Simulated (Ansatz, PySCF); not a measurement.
Gas-phase reaction in SMILES: FB(F)F [trifluoroborane] → F[B]F + F atom (the B-F bond at the site shown breaks; other sites are not compared here)
Geometries: B3LYP-D3(BJ)/def2-TZVP minima from Ansatz (a program for electronic structure).

Property: bond dissociation energy (enthalpy at 298 K, with B3LYP-D3(BJ) rigid-rotor harmonic-oscillator terms from PySCF), in eV. Valence correlation only, unless marked. UHF or UKS for open shells. No spin-orbit coupling. No relativistic terms. FCI takes restricted orbitals. CBS(X,Y): correlation extrapolated as X^-3; Hartree-Fock from the larger set.

```
level                           program  bond dissociation energy (eV)
-----------------------  --------------  -----------------------------
revPBE/def2-TZVPD                Ansatz                           6.99
BP86/def2-TZVPD                   PySCF                           7.28
TPSS-D3(BJ)/def2-TZVPD    PySCF + dftd3                           7.11
B3LYP-D3(BJ)/def2-TZVPD  Ansatz + dftd3                           7.21
```

Task: Estimate the value at CCSD(T)/CBS(cc-pVTZ,cc-pVQZ) as computed with Ansatz.

Result: 7.46 eV
